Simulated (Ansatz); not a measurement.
Program: Ansatz. Geometries: PBE0-D4/def2-TZVP. ΔE: electronic, gas phase. CCSD(T)/CBS is the MP2 limit (def2-TZVPP, def2-QZVPP) plus CCSD(T) − MP2 in def2-TZVPP, frozen cores. DFT in def2-TZVPP. One conformer a species, not always the lowest.

Consider the redistribution: `CBOCO` + `NCB(O)O` → `OBOCO` + `CB(O)CN`.

(1) Is it downhill or uphill in electronic energy at CCSD(T)/CBS, and by how much? (Best estimate.)

(2) What do these levels give: ωB97M-V, B2PLYP, PBE0, SCS-MP2/def2-TZVPP, MP2/def2-QZVPP, HF/CBS(def2)? (Estimate.)

Largest T1 diagnostic among the species: 0.013.

## Answers

(1) Computed: Uphill: ΔE = +4.9 kcal/mol.

(2) Computed: ωB97M-V 5.0, B2PLYP 5.2, PBE0 5.3, SCS-MP2/def2-TZVPP 4.8, MP2/def2-QZVPP 4.8, HF/CBS(def2) 4.3 kcal/mol.
